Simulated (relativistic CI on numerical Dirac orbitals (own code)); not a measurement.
**Mo3+: 4d valence photoemission**

Computed with this model: Dirac-Coulomb-Breit CI, orbitals from a KLI potential per configuration, QED by a radiative potential, valence Slater integrals scaled by 0.8, multiplet model of photoemission in the sudden approximation; configurations [Kr] 4d3 → [Kr] 4d2; 300 K; Lorentzian 0.42 eV and Gaussian 0.5 eV FWHM. Energies are those of the free ion, without screening or charge transfer. The energies are binding energies and can lie tens of eV above those of solids. S is read from ⟨S²⟩ = S(S + 1).

Field parameters in Wybourne normalisation: D3d B²₀ = −7Dσ, B⁴₀ = −14Dq − 21Dτ, B⁴₃ = −14√(10/7) Dq; Td as Oh with Dq negative (B⁴₀ = 21Dq, B⁴₄ = √(5/14) B⁴₀). The field is a parameter set, without covalency.

free ion: ground-state S = 1.49, centroid 39.27 eV. Peaks (eV, height): 39.0 (100), 40.4 (29).

Td, 10Dq = -5550 cm⁻¹: ground-state S = 1.49, centroid 39.39 eV. Peaks (eV, height): 38.8 (85), 39.3 (100), 40.8 (27).

D3d, 10Dq = 41750, Dσ = -180, Dτ = -80 cm⁻¹: ground-state S = 1.50, centroid 41.29 eV. Peaks (eV, height): 41.2 (100).

Td, 10Dq = -18450 cm⁻¹: ground-state S = 0.55, centroid 39.53 eV. Peaks (eV, height): 38.6 (100), 40.0 (70), 41.0 (39).

D3d, 10Dq = 22800, Dσ = 140, Dτ = 480 cm⁻¹: ground-state S = 1.50, centroid 40.46 eV. Peaks (eV, height): 40.3 (100).

Td, 10Dq = -19500 cm⁻¹: ground-state S = 0.53, centroid 39.60 eV. Peaks (eV, height): 38.7 (100), 40.0 (70), 41.1 (39).

Strongest unbroadened transitions for Td, 10Dq = -5550 cm⁻¹:

| Energy (eV) | Relative strength |
| --- | --- |
| 38.65 | 13.3 |
| 38.68 | 100.0 |
| 39.33 | 51.0 |
| 39.35 | 37.3 |
| 39.38 | 33.2 |
| 39.41 | 13.2 |
| 39.80 | 1.3 |
| 39.83 | 4.8 |
| 39.85 | 8.8 |
| 39.93 | 6.0 |
| 39.96 | 18.5 |
| 40.00 | 21.4 |
| 40.62 | 0.8 |
| 40.81 | 10.3 |
| 40.83 | 2.9 |
| 40.87 | 12.3 |
| 40.97 | 5.6 |
| 41.03 | 1.1 |
